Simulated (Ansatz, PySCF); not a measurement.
SbF₃, SMILES [F][Sb]([F])[F]. Atoms are numbered in the order given.

```xyz
4

Sb     0.0000     0.0000     0.3489
F     -1.4135    -0.8161    -0.6570
F     -0.0001     1.6323    -0.6570
F      1.4136    -0.8162    -0.6570
```

Coordinates come from a PBE0-D3(BJ)/def2-SVP optimisation. The isomer is the one that the SMILES or the coordinates give; other isomers of the formula were not compared. The def2 effective core potentials stand for the cores of Sb; spin–orbit coupling is left out.

Two levels are set side by side: PBE-D3(BJ)/def2-SVP (Ansatz, a quantum-chemistry and plane-wave program) and PBE0-D3(BJ)/def2-SVP (Ansatz). Each level has its own optimised geometry; the coordinates shown are those of the second. Frequencies come from the Hessian of PySCF at each geometry. Differences are taken from unrounded values.

| quantity | PBE0-D3(BJ) | PBE-D3(BJ) | PBE-D3(BJ) minus PBE0-D3(BJ) |
|---|---|---|---|
| mean bond length (Å) | 1.917 | 1.943 | 0.026 |
| bond Sb1–F2 (Å) | 1.917 | 1.943 | 0.026 |
| bond Sb1–F3 (Å) | 1.917 | 1.943 | 0.026 |
| bond Sb1–F4 (Å) | 1.917 | 1.943 | 0.026 |
| highest harmonic wavenumber (cm⁻¹) | 669 | 630 | -39 |
| mean harmonic wavenumber (cm⁻¹) | 434 | 409 | -25 |
| zero-point energy (kcal/mol) | 3.73 | 3.51 | -0.22 |

GGA bonds tend to be longer and softer than those of functionals with exact exchange. Differences between two approximate levels are no errors against the true value.
